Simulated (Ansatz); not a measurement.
Molecule: sum formula SnOH$_{3}$, charge -1, multiplicity 1. It need not be the lowest isomer of its formula. Whether it binds its extra electron was not tested at this geometry. SMILES: [OH][SnH2-]
Geometry from a B3LYP-D3(BJ)/def2-TZVP (Ansatz, an electronic-structure program) optimisation:
```
Sn
O 1 2.1101
H 2 0.9614 1 104.07
H 1 1.8172 2 95.63 3 -134.14
H 1 1.8172 4 91.15 2 95.77
```
Charge -1, spin multiplicity 1.

Give the harmonic wavenumbers at B3LYP-D3(BJ)/def2-TZVP (Ansatz, finite differences of forces, unscaled).

160, 453, 547, 560, 756, 831, 1514, 1523, 3823 cm⁻¹. Zero-point energy 14.5 kcal/mol.

From these and the geometry, give the ideal-gas thermochemistry at 298.15 K and 1 atm (rigid rotor, harmonic oscillator).

Point group Cs, rotational symmetry number 1. Rotational constants 69.2, 7.109, 7.058 GHz. S(trans) 40.67, S(rot) 22.05, S(vib) 4.86, S(elec, spin only) 0.00, S 67.6 cal/(mol K). H(298) - H(0) 3.27 kcal/mol; G - E(el) -2.3 kcal/mol.
